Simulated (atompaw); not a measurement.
# Pseudopotential generation for tantalum (Ta): PAW (atompaw), PBE, scalar-relativistic.

```
Element                 : Ta (Z = 73)
Generator               : atompaw 4.2.0.5
Type                    : PAW
Functional              : PBE
Relativity              : scalar-relativistic
Frozen core             : [Kr] 4d10 4f14
Valence charge          : 13
Reference configuration : 5s2 5p6 5d3 6s1.75 6p0.25
Partial waves           : 5s (bound): rc 1.80 bohr; 6s (bound): rc 1.70 bohr; 5p (bound): rc 2.35 bohr; 6p (bound): rc 2.15 bohr; 5d (bound): rc 2.65 bohr; 5d channel at 0.05 Ry: rc 2.65 bohr
Local potential         : ultrasoft scheme with l = 3 at 0.5 Ry, radius 2.30 bohr
Core correction         : smooth core density matched at 1.90 bohr
Augmentation charge     : sinc compensation charge, radius 2.45 bohr; PAW radius 2.65 bohr; waves and projectors: custom rrkj gramschmidtortho
```

- Cutoffs needed: 25 Ry and 35 Ry (the cutoffs (Ry, on a coarse ladder) from which the occupation-weighted sum of valence levels, in a spherical-Bessel basis at the reference potential, stays within 10 and 1 mRy of its value at 400 Ry)
- Ghost test: no extra level below or beside the all-electron valence levels (s, p, d, f tested) (spherical-Bessel basis up to 400 Ry, 20 bohr box)
- Lowest eigenvalue of the overlap operator: 0.05 (p channel)
- Overlap eigenvalues printed by atompaw (projector basis): 0.15, 0.179, 0.438, 3.45, 14.6, 31.6
- Share of each valence orbital outside the PAW sphere: 5s 0 %, 6s 67 %, 5p 1 %, 6p 91 %, 5d 27 %
